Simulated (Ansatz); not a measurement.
Computed with PBE-D3(BJ)/def2-TZVP in Ansatz (a first-principles code). No frequencies were computed at this level.

Ansatz 0.2 input:
```yaml
crystal:
  periodic: [false, false, false]
  atoms:
    - { symbol: C, position_ang: [1.115144, -0.018098, -0.136897] }
    - { symbol: C, position_ang: [-0.068448, -0.127533, -0.004729] }
    - { symbol: O, position_ang: [-1.352936, -0.277712, 0.165689] }
    - { symbol: H, position_ang: [2.15403, 0.050754, -0.230591] }
    - { symbol: H, position_ang: [-1.84779, 0.372589, -0.345028] }
basis:
  gaussian: { orbitals: def2-tzvp }
hamiltonian:
  xc: pbe
  dispersion: d3bj
relax:
  max_steps: 150
```

Output:

```
Functional definition: PBE
599 factors; their error is unknown
mean field evaluation 1: about -4139.8169 eV, gradient 6.1e1 eV
mean field evaluation 2: about -4132.0976 eV, gradient 8.0e1 eV
mean field evaluation 4: about -4147.5159 eV, gradient 1.1e1 eV
mean field evaluation 8: about -4147.7404 eV, gradient 4.0e-1 eV
mean field evaluation 16: about -4147.7406 eV, gradient 1.1e-5 eV
mean field -4147.74056011 eV, -152.4266541444 hartree, gradient 1.1e-5 eV, S^2 0.000000; 0 other end points of the search recorded, 0 dependent functions left out
reference -4147.74059023 eV, -152.4266552515 hartree; 11, 11 occupied and 94, 94 virtual orbitals, 599 factors
relax step   1: F+E_penalty+E_count = -4147.79496248 eV  Δ(F+E_penalty+E_count) = +0.000e0 eV  max|allowed force component| = 1.118e0 eV/Å  Δτ_max = 0.0000 Å  (26 SCF iters, accepted)
these checks for a lower state are left out or cut short: starts, cluster_reference, orbital_swaps, neighbouring_geometries, increment
599 factors; their error is unknown
mean field -4147.76555324 eV, -152.4275726252 hartree, gradient 1.4e-5 eV, S^2 0.000000; 0 other end points of the search recorded, 0 dependent functions left out
reference -4147.76558352 eV, -152.4275737377 hartree; 11, 11 occupied and 94, 94 virtual orbitals, 599 factors
relax step   2: F+E_penalty+E_count = -4147.81976109 eV  Δ(F+E_penalty+E_count) = -2.480e-2 eV  max|allowed force component| = 2.252e-1 eV/Å  Δτ_max = 0.0241 Å  (32 SCF iters, accepted)
these checks for a lower state are left out or cut short: starts, cluster_reference, orbital_swaps, neighbouring_geometries, increment
599 factors; their error is unknown
mean field -4147.76729625 eV, -152.4276366795 hartree, gradient 1.4e-5 eV, S^2 0.000000; 0 other end points of the search recorded, 0 dependent functions left out
reference -4147.76732655 eV, -152.4276377932 hartree; 11, 11 occupied and 94, 94 virtual orbitals, 599 factors
relax step   3: F+E_penalty+E_count = -4147.82147192 eV  Δ(F+E_penalty+E_count) = -1.711e-3 eV  max|allowed force component| = 1.096e-1 eV/Å  Δτ_max = 0.0054 Å  (32 SCF iters, accepted)
these checks for a lower state are left out or cut short: starts, cluster_reference, orbital_swaps, neighbouring_geometries, increment
599 factors; their error is unknown
mean field evaluation 32: about -4147.7804 eV, gradient 2.0e-3 eV
mean field -4147.76779231 eV, -152.4276549095 hartree, gradient 1.4e-5 eV, S^2 0.000000; 0 other end points of the search recorded, 0 dependent functions left out
reference -4147.76782261 eV, -152.4276560231 hartree; 11, 11 occupied and 94, 94 virtual orbitals, 599 factors
relax step   4: F+E_penalty+E_count = -4147.82197828 eV  Δ(F+E_penalty+E_count) = -5.064e-4 eV  max|allowed force component| = 1.043e-1 eV/Å  Δτ_max = 0.0099 Å  (32 SCF iters, accepted)
these checks for a lower state are left out or cut short: starts, cluster_reference, orbital_swaps, neighbouring_geometries, increment
599 factors; their error is unknown
mean field -4147.76791976 eV, -152.4276595930 hartree, gradient 1.5e-5 eV, S^2 0.000000; 0 other end points of the search recorded, 0 dependent functions left out
reference -4147.76794998 eV, -152.4276607038 hartree; 11, 11 occupied and 94, 94 virtual orbitals, 599 factors
relax step   5: F+E_penalty+E_count = -4147.82213749 eV  Δ(F+E_penalty+E_count) = -1.592e-4 eV  max|allowed force component| = 8.817e-2 eV/Å  Δτ_max = 0.0148 Å  (31 SCF iters, accepted)
these checks for a lower state are left out or cut short: starts, cluster_reference, orbital_swaps, neighbouring_geometries, increment
599 factors; their error is unknown
mean field -4147.76896059 eV, -152.4276978430 hartree, gradient 1.5e-5 eV, S^2 0.000000; 0 other end points of the search recorded, 0 dependent functions left out
reference -4147.76899087 eV, -152.4276989556 hartree; 11, 11 occupied and 94, 94 virtual orbitals, 599 factors
relax step   6: F+E_penalty+E_count = -4147.82311936 eV  Δ(F+E_penalty+E_count) = -9.819e-4 eV  max|allowed force component| = 3.963e-2 eV/Å  Δτ_max = 0.0103 Å  (32 SCF iters, accepted)
these checks for a lower state are left out or cut short: starts, cluster_reference, orbital_swaps, neighbouring_geometries, increment
599 factors; their error is unknown
mean field -4147.76898580 eV, -152.4276987693 hartree, gradient 1.5e-5 eV, S^2 0.000000; 0 other end points of the search recorded, 0 dependent functions left out
reference -4147.76901608 eV, -152.4276998821 hartree; 11, 11 occupied and 94, 94 virtual orbitals, 599 factors
relax step   7: F+E_penalty+E_count = -4147.82314143 eV  Δ(F+E_penalty+E_count) = -2.208e-5 eV  max|allowed force component| = 4.898e-3 eV/Å  Δτ_max = 0.0015 Å  (33 SCF iters, accepted)
599 factors; their error is unknown
mean field evaluation 64: about -4147.7690 eV, gradient 1.5e-5 eV
mean field -4147.76898580 eV, -152.4276987693 hartree, gradient 1.5e-5 eV, S^2 0.000000; 1 other end points of the search recorded, 0 dependent functions left out
reference -4147.76901608 eV, -152.4276998821 hartree; 11, 11 occupied and 94, 94 virtual orbitals, 599 factors
Total energy: -4147.82317171 eV, -152.4296900649 hartree
Atom 0 at     1.124051    -0.031112    -0.126375 Å, force     0.004898     0.000117    -0.000455 eV/Å
Atom 1 at    -0.077501    -0.115292    -0.013741 Å, force    -0.000471     0.000717    -0.000452 eV/Å
Atom 2 at    -1.365439    -0.284499     0.171275 Å, force    -0.002543    -0.000360     0.000372 eV/Å
Atom 3 at     2.183471     0.055710    -0.236123 Å, force    -0.001818    -0.000235     0.000343 eV/Å
Atom 4 at    -1.864582     0.375194    -0.346593 Å, force    -0.000067    -0.000238     0.000192 eV/Å
Dipole moment:    -0.221199     0.233901    -0.182026 e Å
```

Cost: very roughly 9 core-seconds.
